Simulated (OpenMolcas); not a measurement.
## Fe3+, Ru3+, Os3+: d5 down the group

| Quantity | Value |
| --- | --- |
| Program | OpenMolcas |
| Method | MS-CASPT2, IPEA 0.25 Eh, imaginary shift 0.1 Eh |
| Basis | ANO-R3 |
| Scalar Hamiltonian | X2C, finite nucleus |
| Spin-orbit coupling | state interaction with AMFI integrals over the reference wave functions, term energies averaged over their components |

Active space for each ion: 5 electrons in 5 orbitals (d); closed shells correlated by CASPT2: Fe3+ 3s 3p; Ru3+ 4s 4p; Os3+ 5s 5p.

Computed levels in cm-1 above 6S 5/2:

```tsv
Level	Fe3+	Ru3+	Os3+
4G 7/2	32890	23450	20820
4G 11/2	32900	23530	21900
4G 9/2	32910	23590	22640
4P 1/2	36380	26770	24140
4D 7/2	39530	27900	26690
4D 1/2	39620	28760	30270
2I 11/2	48030	34400	31940
2I 13/2	48100	34910	34880
2F 7/2(1)	52950	39980	44260
weight of 6S in the lowest level (%)	100	99	87
```

Mixed levels, with the weight of the term that names them: Ru3+ 4P 1/2 (71 %), Ru3+ 4D 1/2 (72 %), Ru3+ 2F 7/2(1) (70 %), Os3+ 4G 7/2 (67 %), Os3+ 4P 1/2 (60 %), Os3+ 4D 7/2 (70 %), Os3+ 4D 1/2 (65 %), Os3+ 2F 7/2(1) (60 %).

Measured, with the error of the calculation in %. Measured levels: Fe3+ from Corliss and Sugar, J. Phys. Chem. Ref. Data 11, 135 (1982).

```json
{"Level": "4G 11/2", "Fe3+": "32246 (+2.0)"}
{"Level": "4P 1/2", "Fe3+": "35407 (+2.8)"}
{"Level": "4D 7/2", "Fe3+": "38779 (+1.9)"}
{"Level": "4D 1/2", "Fe3+": "38897 (+1.9)"}
{"Level": "2F 7/2(1)", "Fe3+": "51394 (+3.0)"}
```

Without spin-orbit coupling 4G lies 32890, 23490, 21500 cm-1 above 6S in that order; the difference to the level 4G 7/2, of either sign, comes from spin-orbit coupling, which also lowers the zero.

Term energies are means over components that CASPT2 splits; among the terms shown or strongly mixed into the levels shown the widest spread is 520 cm-1 (4d5 4F, Ru3+). Blocks of more than 70 roots (2S+1 = 2 even) ran without multistate coupling. Measured partners are found by configuration, term and J. A level has none where our copy of the source lacks it or the pairing is in doubt (some pairs that miss far off the trend of their configuration count as doubtful), and it then counts in no deviation. Levels of configurations outside the active space are missing.

A number in round brackets counts repeated terms of one configuration in the order of the reference energies.
